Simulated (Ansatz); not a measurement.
pyrrole (C$_{4}$H$_{5}$N), singlet, at a GFN2-xTB geometry, with bond 9-5 at 2.4 times its length; Ansatz (a quantum-chemistry and plane-wave program) with CASSCF(6,6)/6-31G.

The Ansatz input:
Ansatz 0.2 input:
```yaml
crystal:
  periodic: [false, false, false]
  atoms:
    - {symbol: H, position_ang: [0.02331855, -0.00569419, 2.12133513]}
    - {symbol: N, position_ang: [0.01225989, -0.00299376, 1.11530690]}
    - {symbol: C, position_ang: [-0.00104268, 1.10746771, 0.33287593]}
    - {symbol: C, position_ang: [0.00829435, -1.10923850, 0.32682311]}
    - {symbol: C, position_ang: [-0.01369937, 0.70723215, -0.97433836]}
    - {symbol: C, position_ang: [-0.00776355, -0.70199109, -0.97818631]}
    - {symbol: H, position_ang: [-0.00054049, 2.09153871, 0.75876769]}
    - {symbol: H, position_ang: [0.01709616, -2.09558146, 0.74733455]}
    - {symbol: H, position_ang: [-0.04288870, 2.24020117, -3.04029635]}
    - {symbol: H, position_ang: [-0.01456440, -1.33609757, -1.84247771]}
basis:
  gaussian:
    orbitals: 6-31G
hamiltonian:
  xc: hf
magnetization: {spin_polarized: false}
correlation: {active_space: {window: {electrons: 6, orbitals: 6}}}
```

It wrote (shortened):

```
Functional definition: HF
800 factors; integrals over basis functions are off by at most 2.4e-4 eV
mean field evaluation 1: about -5669.1477 eV, gradient 2.9e1 eV
mean field evaluation 2: about -5669.1623 eV, gradient 2.9e1 eV
mean field evaluation 4: about -5672.6782 eV, gradient 4.9e0 eV
mean field evaluation 8: about -5672.7962 eV, gradient 2.0e-1 eV
mean field evaluation 16: about -5666.7525 eV, gradient 2.7e1 eV
mean field -5672.79648181 eV, -208.4714255469 hartree, gradient 1.1e-6 eV, S^2 0.000000; 1 other end points of the search recorded, 0 dependent functions left out
reference -5672.79648181 eV, -208.4714255469 hartree; 18, 18 occupied and 37, 37 virtual orbitals, 800 factors
state -5677.05953909 eV, -208.6280900126 hartree
Total energy: -5677.05953909 eV, -208.6280900126 hartree
```
